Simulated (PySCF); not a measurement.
Species: C6H8O2.
Numbering: `[O:1]=[CH:2][CH2:3][C@@H:4]1[CH2:5][CH:6]=[CH:7][O:8]1`

Structure used (GFN2-xTB), in Å, numbered top down from 1:
```xyz
16
C6H8O2 angstrom
O      2.2045   -0.9163   -1.0754
C      1.7283    0.1123   -0.6831
C      1.3624    0.3980    0.7440
C     -0.1737    0.3417    0.9120
C     -0.7605   -1.0008    0.4306
C     -1.4849   -0.5743   -0.8153
C     -1.4487    0.7468   -0.8990
O     -0.7784    1.3614    0.1181
H      1.4921    0.9389   -1.3787
H      1.8149   -0.3436    1.4032
H      1.7005    1.3993    1.0122
H     -0.4119    0.5559    1.9592
H      0.0194   -1.7350    0.2245
H     -1.4486   -1.4320    1.1617
H     -1.9540   -1.2552   -1.4950
H     -1.8689    1.4121   -1.6304
```

Definitions: NICS(0) = −σiso at the ring centroid; NICS(1) = −σiso and NICS(1)zz = −σzz at ±1 Å along the ring normal z. Level: GIAO PBE0/pcSseg-1 (PySCF, non-relativistic, gas phase) on the GFN2-xTB geometry, one conformer.

Ring bond lengths (Å), with Mayer bond orders in brackets: C4–C5 1.542 (1.00), C5–C6 1.503 (1.03), C6–C7 1.324 (1.80), C7–O8 1.364 (1.00), O8–C4 1.427 (0.88).

**Question.** Give the NICS values of each ring in ppm.

**Answer.** 
| ring | type | NICS(0) | NICS(1), two faces | NICS(1)zz, two faces | rms pucker (Å) | centre to ring atoms, mean (Å) |
| --- | --- | --- | --- | --- | --- | --- |
| C4–C5–C6–C7–O8 | 5-membered ring with O; formal bonds 1 double, 4 single | -5.2 | -2.3 / -4.0 | -4.6 / -5.3 | 0.05 | 1.22 |

**Question.** What do they say, and how far can they be read as aromaticity?

**Answer.** 
- C4–C5–C6–C7–O8: mean NICS(1)zz -4.9 ppm, shielded. C4, C5 have four or more neighbours; no verdict on aromaticity is drawn.

**Question.** What field does 11.7 T along the ring normal induce along that normal at the second NICS(1) probe listed for ring C4–C5–C6–C7–O8, 1 Å off the ring?

**Answer.** NICSzz × B0 = -5.3 ppm × 11.7 T = -62 μT, against the applied field.

**Question.** List the ring angles and the Hirshfeld charges of the ring atoms.

**Answer.** 
- C4–C5–C6–C7–O8: C4 106.7° (+0.061 e), C5 101.3° (-0.078 e), C6 108.8° (-0.088 e), C7 114.6° (+0.019 e), O8 107.5° (-0.126 e); sum 538.8° against 540° for a flat convex ring.

**Question.** What are the shieldings of the ring atoms and their hydrogens in the same run (means over atoms taken as equivalent)?

**Answer.** 
```json
{"atoms": "C4", "environment": "sp3 carbon bound to oxygen", "σ isotropic (ppm)": "106.1", "principal values of the symmetric part, first atom (ppm)": "70.3, 94.2, 153.7"}
{"atoms": "C5", "environment": "allylic carbon", "σ isotropic (ppm)": "150.2", "principal values of the symmetric part, first atom (ppm)": "127.9, 154.7, 167.9"}
{"atoms": "C6", "environment": "alkene CH carbon", "σ isotropic (ppm)": "82.0", "principal values of the symmetric part, first atom (ppm)": "-15.1, 113.9, 147.3"}
{"atoms": "C7", "environment": "vinylic carbon bearing oxygen", "σ isotropic (ppm)": "33.4", "principal values of the symmetric part, first atom (ppm)": "-63.8, 71.2, 92.8"}
{"atoms": "O8", "environment": "cyclic ether oxygen", "σ isotropic (ppm)": "188.3", "principal values of the symmetric part, first atom (ppm)": "130.1, 179.2, 255.6"}
{"atoms": "H12", "environment": "methine hydrogen", "σ isotropic (ppm)": "26.74", "principal values of the symmetric part, first atom (ppm)": "24.2, 25.3, 30.7"}
{"atoms": "H13", "environment": "methylene hydrogen", "σ isotropic (ppm)": "29.10", "principal values of the symmetric part, first atom (ppm)": "24.7, 28.3, 34.3"}
{"atoms": "H14", "environment": "methylene hydrogen", "σ isotropic (ppm)": "28.65", "principal values of the symmetric part, first atom (ppm)": "24.5, 26.0, 35.4"}
{"atoms": "H15", "environment": "vinylic hydrogen", "σ isotropic (ppm)": "26.84", "principal values of the symmetric part, first atom (ppm)": "25.2, 26.3, 29.1"}
{"atoms": "H16", "environment": "vinylic hydrogen", "σ isotropic (ppm)": "25.39", "principal values of the symmetric part, first atom (ppm)": "23.4, 25.0, 27.8"}
```
